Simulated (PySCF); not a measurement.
Compound: o-anisidine, C7H9NO.
Structure used (GFN2-xTB), in Å, numbered top down from 1:
```
atom  x, y, z in Å
C1     2.729    0.063   -0.147
O2     1.547    0.789    0.065
C3     0.347    0.118   -0.033
C4     0.209   -1.224   -0.330
C5    -1.051   -1.806   -0.378
C6    -2.175   -1.047   -0.123
C7    -2.046    0.300    0.172
C8    -0.797    0.904    0.215
N9    -0.655    2.263    0.428
H10    3.542    0.777   -0.019
H11    2.842   -0.748    0.581
H12    2.771   -0.352   -1.159
H13    1.077   -1.835   -0.525
H14   -1.141   -2.856   -0.612
H15   -3.156   -1.497   -0.150
H16   -2.922    0.901    0.371
H17    0.272    2.546    0.699
H18   -1.402    2.710    0.935
```

Computed at PBE0/pcSseg-1 (PySCF, non-relativistic), with Q(17O) = −0.0256 b, Q(14N) = 0.02044 b: O2, 17O (I = 5/2): χzz = -11.72 MHz, η = 0.770; N9, 14N (I = 1): χzz = -5.247 MHz, η = 0.155.

(1) Where would the pure quadrupole (NQR) lines of 17O at O2 fall for the rigid, isolated species?

(2) Find the zero-field quadrupole resonance frequencies of 14N at N9.

Results:

(1) From the eigenvalues of H = χ/[4I(2I − 1)] × [3Iz² − I(I + 1) + η(Ix² − Iy²)], steps between neighbouring levels, labelled as for η = 0: ±1/2↔±3/2 2.648 MHz, ±3/2↔±5/2 3.220 MHz (aryl ether oxygen).

(2) From ν± = (3/4)|χ|(1 ± η/3) and ν0 = |χ|η/2: ν+ 4.138 MHz, ν− 3.732 MHz, ν0 0.406 MHz (aniline-type nitrogen).

In a crystal, neighbours and librations shift these lines. GFN2-xTB bond lengths can be off by several hundredths of an ångström, more for odd bonds, and the gradients follow them. The small basis limits the accuracy of the gradients.

One conformer stands for the species.
